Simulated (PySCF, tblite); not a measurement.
Isomers of C5H5F3O. Computed values, GFN2-xTB/tblite, gas phase, harmonic and unscaled. Errors from tens to a few hundred cm⁻¹ against measured bands are possible. One conformer each.

Electronic energies: PBE0/pcSseg-1 single points on the GFN2-xTB geometries (PySCF, gas phase).

```json
{"SMILES": "O=C(F)[C@@]1(F)CC[C@H]1F", "electronic energy, lowest = 0 (kcal/mol)": "1.7"}
{"SMILES": "C=C(O/C=C/F)C(F)F", "electronic energy, lowest = 0 (kcal/mol)": "38.5"}
{"SMILES": "FC[C@@H]1O[C@@H](F)C=C1F", "electronic energy, lowest = 0 (kcal/mol)": "14.7"}
{"SMILES": "C/C(C=O)=C/C(F)(F)F", "electronic energy, lowest = 0 (kcal/mol)": "0.0"}
{"SMILES": "CC(=O)/C(F)=C/C(F)F", "electronic energy, lowest = 0 (kcal/mol)": "6.7"}
```

Question: How do GFN2-xTB zero-point energies change the relative energies?

Answer: 
```json
{"SMILES": "C/C(C=O)=C/C(F)(F)F", "ZPE (kcal/mol)": "57.0", "of it from modes above 1550 cm⁻¹": "26.4", "electronic (kcal/mol)": "0.0", "with ZPE, lowest = 0 (kcal/mol)": "0.0", "lowest mode (cm⁻¹)": "28", "rings": "0"}
{"SMILES": "O=C(F)[C@@]1(F)CC[C@H]1F", "ZPE (kcal/mol)": "59.1", "of it from modes above 1550 cm⁻¹": "24.3", "electronic (kcal/mol)": "1.7", "with ZPE, lowest = 0 (kcal/mol)": "3.8", "lowest mode (cm⁻¹)": "44", "rings": "1"}
{"SMILES": "CC(=O)/C(F)=C/C(F)F", "ZPE (kcal/mol)": "57.3", "of it from modes above 1550 cm⁻¹": "26.5", "electronic (kcal/mol)": "6.7", "with ZPE, lowest = 0 (kcal/mol)": "7.0", "lowest mode (cm⁻¹)": "25", "rings": "0"}
{"SMILES": "FC[C@@H]1O[C@@H](F)C=C1F", "ZPE (kcal/mol)": "58.9", "of it from modes above 1550 cm⁻¹": "23.8", "electronic (kcal/mol)": "14.7", "with ZPE, lowest = 0 (kcal/mol)": "16.6", "lowest mode (cm⁻¹)": "59", "rings": "1"}
{"SMILES": "C=C(O/C=C/F)C(F)F", "ZPE (kcal/mol)": "57.0", "of it from modes above 1550 cm⁻¹": "26.9", "electronic (kcal/mol)": "38.5", "with ZPE, lowest = 0 (kcal/mol)": "38.6", "lowest mode (cm⁻¹)": "24", "rings": "0"}
```

The zero-point energies span 2.1 kcal/mol, from `C/C(C=O)=C/C(F)(F)F` to `O=C(F)[C@@]1(F)CC[C@H]1F`. The order is unchanged.

Question: And how do the electronic energies of GFN2-xTB itself compare?

Answer: `C/C(C=O)=C/C(F)(F)F` 12.9; `O=C(F)[C@@]1(F)CC[C@H]1F` 0.0; `CC(=O)/C(F)=C/C(F)F` 12.5; `FC[C@@H]1O[C@@H](F)C=C1F` 1.7; `C=C(O/C=C/F)C(F)F` 24.9 kcal/mol, lowest = 0. Against the energies above, taken from the same isomer `C/C(C=O)=C/C(F)(F)F`, the largest difference is 26.5 kcal/mol.

Question: What do entropy and thermal enthalpy add at 298.15 K and 1 bar (rigid rotor, harmonic oscillator, one conformer each)?

Answer: 
```tsv
SMILES	point group	symmetry number	S (cal/(mol K))	H − H(0) (kcal/mol)	ZPE + H − H(0) − TS (kcal/mol)
C/C(C=O)=C/C(F)(F)F	Cs	1	98.4	6.64	34.3
O=C(F)[C@@]1(F)CC[C@H]1F	C1	1	91.7	5.86	37.6
FC[C@@H]1O[C@@H](F)C=C1F	C1	1	90.6	5.73	37.6
```

Not tabulated: `CC(=O)/C(F)=C/C(F)F` (lowest mode only 24 cm⁻¹); `C=C(O/C=C/F)C(F)F` (lowest mode only 24 cm⁻¹).
